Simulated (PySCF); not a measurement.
# Peak assignment

Bonds (- single, = double, # triple, : aromatic): C1-P2, P2=O3, P2-C4, C4=C5, C5-C6, C6=C7, C7-Si8, C7-P2. C1 carries H9, H10, H11; C4 carries H12; C5 carries H13; C6 carries H14; Si8 carries H15, H16, H17. Stereochemistry as in C[P@]1(=O)C=CC=C1[SiH3].

In vacuum, single conformer, relativity neglected, equivalent nuclei averaged. GFN2-xTB structure; σ from GIAO-PBE0/pcSseg-1; PySCF.

Shifts are taken against calculated references (same method and geometry level): ¹³C (σref 186.93), ¹H (σref 31.72) vs TMS.

**Question.** Assign these signals to the numbered atoms. ¹³C{¹H} NMR (computed): δ 154.9, 146.0, 145.6, 144.8, 17.5.

**Answer.** 
```tsv
δ (ppm)	atoms	environment	reason
154.9	C6	alkene CH	as expected for a trigonal carbon in a double bond
146.0	C4	alkene CH	–
145.6	C5	alkene CH	–
144.8	C7	fully substituted alkene carbon	as expected for a trigonal carbon in a double bond
17.5	C1	methyl carbon bonded to P	–
```

C4 and C5; C5 and C7 lie closer than the usual error of such a calculation, so a measured spectrum could show them in the other order.

**Question.** Assign these signals to the numbered atoms. ¹H NMR (500 MHz, computed): δ 7.09 (m, 1H), 6.84 (m, 1H), 6.67 (m, 1H), 4.35 (m, 3H), 1.52 (m, 3H).

**Answer.** 
| δ (ppm) | atoms | environment | reason |
| --- | --- | --- | --- |
| 7.09 | H14 | hydrogen on an alkene CH | a vinylic proton, deshielded by the sp2 carbon and the C=C anisotropy |
| 6.84 | H13 | hydrogen on an alkene CH | – |
| 6.67 | H12 | hydrogen on an alkene CH | – |
| 4.35 | H15/H16/H17 | hydrogen on a silicon bonded to C | – |
| 1.52 | H9/H10/H11 | hydrogen on a methyl carbon bonded to P | – |

Splittings by ³¹P in the carbon and heteronuclear signals aren't shown, as no couplings were computed. Shifts are as computed. Against solution values, carbons near 30 ppm lie about +3 ppm off and those near 130 ppm about +5 ppm. Of 1211 compounds with measured shifts, 218 miss one by over three times the rms of a fit or turn the order of signals round; such compounds aren't used in these exercises. Multiplicities follow the n + 1 count of equivalent neighbours, as no J values were calculated; m marks all less simple cases, F and P coupling included.
